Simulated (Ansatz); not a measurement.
Total energies of cyclo-(SnF2)3 (Sn3F6) from Ansatz at PBE0-D4/def2-SVP, gas phase (1 Eh = 27.2114 eV = 2625.5 kJ/mol). The reference geometry is relaxed at PBE-D4/def2-SVP.

```xyz
9

Sn    1.621   -0.928    0.747
F     0.308    0.393    1.924
F     1.628    1.141   -0.010
Sn   -0.375    1.916    0.485
F    -1.919    0.347    0.387
F    -0.599    1.095   -1.547
Sn   -1.247   -0.988   -1.232
F     0.951   -1.114   -1.344
F    -0.369   -1.862    0.590
```

| state | geometry | energy (Eh) |
| --- | --- | --- |
| charge 0 singlet | reference | -1241.30342 |
| charge 1 doublet | reference | -1240.94681 |
| charge 1 doublet | relaxed at PBE-D4/def2-SVP | -1240.96454 |
| free Sn atom (triplet) | – | -214.25429 |
| free F atom (doublet) | – | -99.54906 |

In the def2 sets Sn takes a core potential; there is no spin–orbit coupling.

Question: Work out the vertical ionisation energy to the doublet.

Answer: E(charge 1 doublet) − E(charge 0 singlet) = -1240.94681 − (-1241.30342) = 0.35661 Eh = 9.70 eV. For comparison, −ε of the highest occupied level is 7.92 eV at this level, 1.78 eV less.

Question: How much does the charge 1 doublet relax, and what is the adiabatic ionisation energy?

Answer: Relaxation: -1240.94681 − (-1240.96454) = 0.01773 Eh = 0.48 eV. Adiabatic ionisation energy: 0.33888 Eh = 9.22 eV, without zero-point energy. 

Question: What is the binding energy per atom against free atoms?

Answer: Atoms: 3 × (-214.25429) + 6 × (-99.54906) = -1240.05723 Eh. Binding: -1240.05723 − (-1241.30342) = 1.24619 Eh = 33.91 eV, or 3.77 eV for each of 9 atoms (no zero-point energy, no counterpoise term).
